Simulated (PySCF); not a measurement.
Relaxation of quartet RuF₃

These are results of UPBE0 in PySCF with Ru def2-TZVP with ECP28, F def2-TZVP; scalar-relativistic core potentials, no spin–orbit coupling; density-fitted integrals, not measurements. A (50,194) grid was used.

A start at or just off a symmetric point, pushed along the force that breaks its symmetry, of C2v symmetry, free to break it:

```xyz
4
charge 0 multiplicity 4, angstrom
Ru    0.0071    0.0000    0.0000
F     1.8902    0.0000    0.0000
F    -0.9642    1.5489    0.0000
F    -0.9642   -1.5489    0.0000
```

Task: What forces act on the atoms at the start (eV/Å)?

Result: 
| atom | Fx | Fy | Fz |
| --- | --- | --- | --- |
| Ru1 | 1.36 | 0.00 | 0.00 |
| F2 | -0.21 | 0.00 | 0.00 |
| F3 | -0.58 | -0.34 | 0.00 |
| F4 | -0.58 | 0.34 | 0.00 |

Task: What does it relax to?

Result: It ends at C2v with Ru–F 1.825 Å (×2), Ru–F 1.851 Å; F–Ru–F 90.6°, F–Ru–F 134.7° (×2). A frequency run shows 1 imaginary mode, down to 130i cm⁻¹, so it is a saddle point. Other isomers or separated fragments may lie lower.

Task: How much energy is released, and in how many steps?

Result: 33.0 kJ/mol in 6 steps.

Other spin states or occupations of the open shell can lie lower.

The relaxation took 26 s on 4 threads of a shared Arm Neoverse V1 host, with 133 basis functions and 8 gradients; the process peaked at 0.76 GiB. Launch command: `OMP_NUM_THREADS=4 python axn.py task.json out`.
